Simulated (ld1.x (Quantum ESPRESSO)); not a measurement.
# Which change was made? (O, ultrasoft)

oxygen (O), ultrasoft, made with ld1.x (Quantum ESPRESSO) 7.5 (PBE, non-relativistic). Core [He], reference 2s2 2p4. Waves: 2s (bound): rcut 0.95, rcutus 1.05 bohr; 2s channel at 3.6 Ry: rcut 0.95, rcutus 1.05 bohr; 2p (bound): rcut 1.95, rcutus 2.15 bohr; 2p channel at 0.5 Ry: rcut 1.95, rcutus 2.15 bohr; 3d channel at 0.15 Ry: rcut 1.70, rcutus 2.30 bohr; 3d channel at 2.7 Ry: rcut 1.70, rcutus 2.30 bohr. Local part: all-electron potential smoothed inside 1.80 bohr (lloc = -1). Core correction: none. Augmentation charge: PSQ, inside the norm-conserving radii.

Cutoffs, loose and tight: the cutoffs (Ry, on a coarse ladder) from which the occupation-weighted sum of valence levels, in a spherical-Bessel basis at the reference potential, stays within 10 and 1 mRy of its value at 400 Ry. They do not see the model core or the augmentation charge, which bear on the density cutoff. Test errors are all-electron minus pseudo excitation energies from the reference, over the configurations 2s2 2p3; 2s2 2p2; 2s2 2p1; 2s2 2p4.3; 2s1 2p5; 2s2 2p0; 2s2 2p3.5; variants that change the core or the reference have their own tests.

The base gives: outcome: generated; cutoff, loose: 21 Ry; cutoff, tight: 40 Ry; bound ghosts: none; largest test error (meV): +3047.

After one change the result is: outcome: generated, overlap not positive; bound ghosts: not determined (overlap not positive); largest test error (meV): +3408. Which change was it?
A. type RRKJ; waves now 2s (bound): rc 1.05 bohr; 2p (bound): rc 2.15 bohr; 3d channel at 0.15 Ry: rc 2.30 bohr; local potential all-electron potential smoothed inside 1.10 bohr (lloc = -1)
B. waves 2p (bound): rcut 1.82, rcutus 1.92 bohr; 2p channel at 0.5 Ry: rcut 1.82, rcutus 1.92 bohr
C. waves 2s (bound): rcut 0.62, rcutus 0.66 bohr; 2s channel at 3.6 Ry: rcut 0.62, rcutus 0.66 bohr
D. all radii scaled by about 0.85 (s 0.90, p 1.82, d 1.96 bohr, rcut 0.80/1.66/1.44); local potential all-electron potential smoothed inside 1.54 bohr (lloc = -1)

C. The others give: waves 2p (bound): rcut 1.82, rcutus 1.92 bohr; 2p channel at 0.5 Ry: rcut 1.82, rcutus 1.92 bohr → outcome: generated; cutoff, loose: 25 Ry; cutoff, tight: 40 Ry; bound ghosts: none; largest test error (meV): +1170 | type RRKJ; waves now 2s (bound): rc 1.05 bohr; 2p (bound): rc 2.15 bohr; 3d channel at 0.15 Ry: rc 2.30 bohr; local potential all-electron potential smoothed inside 1.10 bohr (lloc = -1) → outcome: generated; cutoff, loose: 80 Ry; cutoff, tight: 100 Ry; bound ghosts: none; largest test error (meV): +10509 | all radii scaled by about 0.85 (s 0.90, p 1.82, d 1.96 bohr, rcut 0.80/1.66/1.44); local potential all-electron potential smoothed inside 1.54 bohr (lloc = -1) → outcome: generated; cutoff, loose: 21 Ry; cutoff, tight: 45 Ry; bound ghosts: none; largest test error (meV): -2576. A file whose overlap is not positive is unfit for use, and its test errors describe a broken file.
